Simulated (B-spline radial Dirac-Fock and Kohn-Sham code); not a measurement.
# Ce⁴⁺: non-radiative channels of the 4p1/2 vacancy

System: the Ce⁴⁺ ion in the configuration [Kr] 4d10 5s2 5p6, inside a Watson sphere of charge -4 and radius 2.4 Å (a model of the Madelung potential; inside it an electron's potential energy is raised by 24.0 eV).

The run's input, task.json:

```json
{"items": [{
  "Z": 58,
  "q": 4,
  "cfg": [[1, 0, 2], [2, 0, 2], [2, 1, 6], [3, 0, 2], [3, 1, 6], [3, 2, 10], [4, 0, 2], [4, 1, 6], [4, 2, 10], [5, 0, 2], [5, 1, 6]],
  "A": 140,
  "rrms": 4.8771,
  "watson": [-4, 2.4],
  "do": ["binding", "quiet", "decay"],
  "holes": ["K", "L1", "L2", "L3", "M1", "M2", "M3", "M4", "M5", "N1", "N2", "N3", "N4", "N5"]
}]}
```

Command: `python xray_run.py task.json out`

Method: one-electron (LDA, Dirac) transition rates at Dirac-Fock energies. Computed with an atomic code on a B-spline grid. Kinetic energies are configuration averages from the vacuum level; the two-hole energies are estimated from single-hole states.

| transition | kinetic energy (eV) | width (meV) | share (%) |
| --- | --- | --- | --- |
| N2-N4O1 | 43.68 | 616 | 22.8 |
| N2-N5O1 | 47.04 | 96.1 | 3.6 |
| N2-N4O2 | 65.87 | 447 | 16.6 |
| N2-N5O2 | 69.06 | 412 | 15.3 |
| N2-N4O3 | 69.44 | 906 | 33.6 |
| N2-N5O3 | 72.87 | 105 | 3.9 |
| N2-O1O2 | 148.2 | 29.8 | 1.1 |
| N2-O2O2 | 167.9 | 18.6 | 0.7 |
| N2-O2O3 | 172.2 | 56.2 | 2.1 |

Coster-Kronig rates are the weakest part of this model and often come out 1.5 to 2.5 times too large. The listed channels hold 100 % of the non-radiative rate. Summed by principal shells, of 2.70 eV in all: NNO 95.8 %, NOO 4.2 %.
